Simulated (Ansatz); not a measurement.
`O[SiH]1[SiH2][SiH2]1` + H₂ → `[SiH2]1[SiH2][SiH2]1` + H₂O  (hydrogenolysis of the Si–O bond)

Gas-phase electronic energies from Ansatz, PBE0-D4/def2-TZVP geometries. CBS: MP2 limit from def2 TZ/QZ plus the TZ coupled-cluster correction, frozen cores. This one scheme is used for every species. DFT in def2-TZVPP. B3LYP here is the variant with VWN-RPA as its local correlation; programs differ in this. HSE06 is defined as in plane-wave codes. One conformer a species, not always the lowest.

`O[SiH]1[SiH2][SiH2]1`:

Cartesian coordinates in Å:
```
O 1.605 -0.749 -1.631
Si 0.127 -0.438 -0.972
Si -0.409 -0.876 1.231
Si -0.412 1.339 0.426
H 1.975 -0.072 -2.201
H -1.010 -0.747 -1.883
H 0.697 -1.086 2.200
H -1.627 -1.652 1.578
H -1.632 2.156 0.204
H 0.686 2.124 1.047
```

H₂:

Z-matrix (Å, degrees):
```
H
H 1 0.746
```

`[SiH2]1[SiH2][SiH2]1`:

Cartesian coordinates in Å:
```
Si -0.185 0.085 -1.330
Si 1.187 0.335 0.536
Si -1.002 -0.421 0.793
H 0.090 -1.032 -2.267
H -0.686 1.305 -2.009
H 2.298 -0.629 0.734
H 1.520 1.707 0.992
H -1.225 -1.844 1.147
H -1.998 0.494 1.403
```

H₂O:

Z-matrix (Å, degrees):
```
O
H 1 0.960
H 1 0.960 2 105.1
```

| level | ΔE (kJ/mol) | difference from CCSD(T)/CBS |
| --- | --- | --- |
| LDA (SPW92) | 46.3 | 1.7 |
| PBE-D4 | 45.3 | 0.7 |
| BLYP-D4 | 53.5 | 8.9 |
| r2SCAN-D4 | 52.0 | 7.4 |
| B97M-V | 49.9 | 5.3 |
| PBE0-D4 | 41.7 | -2.9 |
| B3LYP-D4 | 50.1 | 5.5 |
| r2SCANh-D4 | 50.2 | 5.6 |
| r2SCAN0-D4 | 47.6 | 3.0 |
| BHLYP-D4 | 48.2 | 3.6 |
| CAM-B3LYP-D4 | 49.6 | 5.0 |
| ωB97X-V | 46.4 | 1.8 |
| ωB97M-V | 48.2 | 3.6 |
| B2PLYP | 48.3 | 3.7 |
| PBE-QIDH | 43.3 | -1.3 |
| PBE | 42.5 | -2.1 |
| revPBE | 40.0 | -4.6 |
| BLYP | 47.7 | 3.1 |
| r2SCAN | 51.2 | 6.6 |
| PBE0 | 39.1 | -5.5 |
| r2SCANh | 49.3 | 4.7 |
| r2SCAN0 | 46.6 | 2.0 |
| HSE06 | 39.2 | -5.4 |
| BHLYP | 44.5 | -0.1 |
| CAM-B3LYP | 46.9 | 2.3 |
| LC-ωPBE | 40.8 | -3.8 |
| HF/def2-SVP | 20.6 | -24.0 |
| MP2/def2-SVP | 35.2 | -9.4 |
| CCSD/def2-SVP | 25.6 | -19.0 |
| CCSD(T)/def2-SVP | 28.1 | -16.5 |
| HF/def2-TZVPP | 39.1 | -5.5 |
| MP2/def2-TZVPP | 50.4 | 5.8 |
| CCSD/def2-TZVPP | 41.5 | -3.1 |
| CCSD(T)/def2-TZVPP | 44.2 | -0.4 |
| HF/def2-QZVPP | 39.7 | -4.9 |
| MP2/def2-QZVPP | 50.8 | 6.2 |
| SCS-MP2/def2-QZVPP | 49.1 | 4.5 |
| HF/CBS(def2) | 39.8 | -4.8 |
| MP2/CBS(def2) | 50.7 | 6.1 |
| CCSD/CBS(def2) | 41.9 | -2.7 |
| CCSD(T)/CBS | 44.6 | 0 |

Largest T1 diagnostic among the species: 0.015.

The D4 term adds +4.5 kJ/mol with B3LYP and +2.5 kJ/mol with PBE0; it sums over pairs of atoms, weighted by their polarisabilities, and B3LYP, whose exchange is more repulsive, gets the larger term. From r2SCAN to r2SCAN0 (25 % exact exchange), in def2-TZVPP and without D4, ΔE moves by −4.6 kJ/mol.
